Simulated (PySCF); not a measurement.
# CoH₂ + CoF₂ → 2 CoHF

Level: PBE0 in the def2-TZVP basis family, all electrons, no relativity, computed in PySCF with density fitting; open shells unrestricted.

```csv
species,state and structure,E (Eh),ZPE (kJ/mol),H(298 K) − H(0) (kJ/mol),S° (J/(mol K))
CoH₂,"quartet, D∞h, Co–H 1.603 Å (×2)",-1383.67079,27.4,9.8,213.7
CoF₂,"quartet, D∞h, Co–F 1.737 Å (×2)",-1582.19635,10.0,12.6,264.6
CoHF,"quartet, Cs, Co–F 1.770 Å, Co–H 1.568 Å; F–Co–H 161.5°",-1482.93326,16.4,11.7,259.7
```

Task: What is the electronic reaction energy?

Result: At PBE0/def2-TZVP, ΔE = 1.6 kJ/mol from the differences of the total energies times 2625.5, uphill. Ligand scrambling is nearly thermoneutral, as expected when bond energies add up.

Task: Add zero-point, thermal and entropy terms for 298.15 K and 1 bar.

Result: ΔZPE = -4.6 and Δ[H(298) − H(0)] = 1.0 kJ/mol give ΔH° = -2.0 kJ/mol. ΔS° = 41.1 J/(mol K), so ΔG° = -2.0 − 298.15 × (0.0411) = -14 kJ/mol and log₁₀K = 2.5.

Open d or f shells are single determinants, so the state found may not be the ground state. Each species is the lowest minimum found with this bonding; other isomers or fragments can lie lower.
